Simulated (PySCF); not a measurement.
O2Si, charge -1, doublet, at a GFN2-xTB geometry (a state made from the parent by changing its charge; the spin is typed, not shown lowest) (in this run its highest filled SCF level lies above zero, so its values depend strongly on the basis, on diffuse functions most of all). Base run: PySCF with PBE/pcseg-1.

The PySCF input:
```python
from pyscf import gto, scf, dft

mol = gto.M(
    atom='''
O     1.42427737   -0.24577043    0.00533465
Si   -0.01222762    0.33847329    0.01337146
O    -1.40287903   -0.34655783   -0.02873470
''',
    basis='pcseg-1',
    charge=-1,
    spin=1,
    verbose=4,
)

mf = dft.UKS(mol)
mf.xc = 'pbe'
mf.kernel()
```

Variants of this job, named by their change:

```
change                                     E (Eh)  HOMO (eV)  <S^2>  core-seconds (rough)
-------------------------------------  ----------  ---------  -----  --------------------
base                                   -439.66958       1.00  0.752                     6
functional = blyp; dispersion = d3bjm  -439.96517       1.20  0.752                     5
functional = mn12l                     -439.81702       0.80  0.756                     8
functional = tpssh                     -439.96855       0.31  0.754                    10
functional = x3lyp                     -439.88905      -0.08  0.753                     4
functional = pbe0; dispersion = d4     -439.67419      -0.35  0.754                     5
functional = bhandhlyp                 -439.87012      -1.50  0.757                     5
functional = m06                       -439.87445      -0.12  0.753                     7
functional = blyp                      -439.96066       1.20  0.752                     4
functional = scan                      -439.92676       0.59  0.755                     8
functional = blyp; dispersion = d3bj   -439.96397       1.20  0.752                     5
functional = wb97m_v                   -439.89508      -2.25  0.753                    60
functional = tpss                      -439.99985       0.84  0.753                    10
```

Totals shift with the method and basis; they matter in differences.

Open shells are given as the SCF converged; they aren't shown to be the lowest states, and a large step between rows can be another state.
